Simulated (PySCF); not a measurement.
Se(NH2)(SH) (H3NSSe), SMILES N[Se]S.

Geometry optimised at B3LYP-D3(BJ)/def2-TZVP. Other conformers were not sampled.

Vertical ionisation energy (IE) and electron affinity (EA) in eV. Rows of orbital energies are one-electron estimates. Where ΔSCF, EOM or ADC give a negative EA the extra electron is unbound and the value depends on the basis.

| level | IE | EA |
|---|---|---|
| −ε(HOMO), −ε(LUMO), r2SCAN/def2-TZVPD (PySCF) | 5.97 | 1.83 |
| ADC(2)/aug-cc-pVDZ (PySCF) | 8.62 | -0.48 |

Question: Beyond the first one, list the lowest photoelectron lines from ADC(2)/aug-cc-pVDZ (PySCF) with their pole strengths (two spins summed). (An estimate is asked for; the answer gives what the named calculation found.)

Answer: 8.98 eV (1.73), 9.22 eV (1.78), 11.88 eV (1.76), 13.13 eV (1.74), 14.12 eV (1.75).
